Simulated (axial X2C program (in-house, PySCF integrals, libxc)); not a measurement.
Worked dissociation energy of In₂: CCSD(T), spin-free

Calculated with an axial X2C code built on PySCF integrals. Spin-free means the one-electron spin-free X2C Hamiltonian. Basis: In dyall-cv3z [11s12p9d4f1g] (cores contracted in-house); Gaussian nuclei, density fitting, unrestricted open shells. Masses: In 114.904 u.

Molecular state: M_S = 1, Λ = 1 (beyond evenly filled blocks: σα, π+α).

Correlated methods: 6 electrons correlated (number of frozen shells: In 4 s, 3 p, 2 d), 322 virtual spin orbitals or spinors in MP2, 96 natural virtuals in coupled cluster.

```
E(In) (2M_S = 1, M_L = 0) : -5878.364245 hartree
E(In₂) at Re              : -11756.768532 hartree
ωe                        : 114.5 cm⁻¹
ωexe                      : 0.3 cm⁻¹
```

(1) Work out De and D0.

The state is a single determinant with fixed occupations, the lowest that a limited PBE0 search found. Dissociation energies refer to the lowest single-determinant-based atoms at the same level and basis. CCSD and (T) use frozen natural virtuals with an MP2 correction for the truncation; (T) itself is uncorrected, so its De runs slightly low. PBE0 can misorder states that lie within some tenths of an eV, so this need not be the ground state of the molecule. The nearest other spin-free determinant of the search, M_S = 0, Λ = 1, lies 0.17 eV up at the distance of the search. With the outer-core shells frozen, correlated bond lengths of heavy atoms tend to come out a few hundredths of an ångström too long. Spin-free De lacks the spin–orbit lowering of the heavy p-block atom, a tenth of an eV or more for 4p and 5p, up to an eV for 6p and one to two eV for 7p atoms, less what an open-shell molecule gains itself. With spin–orbit coupling the lowest determinant has another configuration, so this spin-free state is a model.

Each atomic determinant is the lowest at this level and need not be a pure term. Totals compare only within one Hamiltonian and basis.

## Answers

(1) De = -5878.364245 + (-5878.364245) − (-11756.768532) = 0.04004 hartree = 1.090 eV. The zero-point energy is ωe/2 − ωexe/4 = 57 cm⁻¹ = 0.007 eV, so D0 = 1.083 eV.
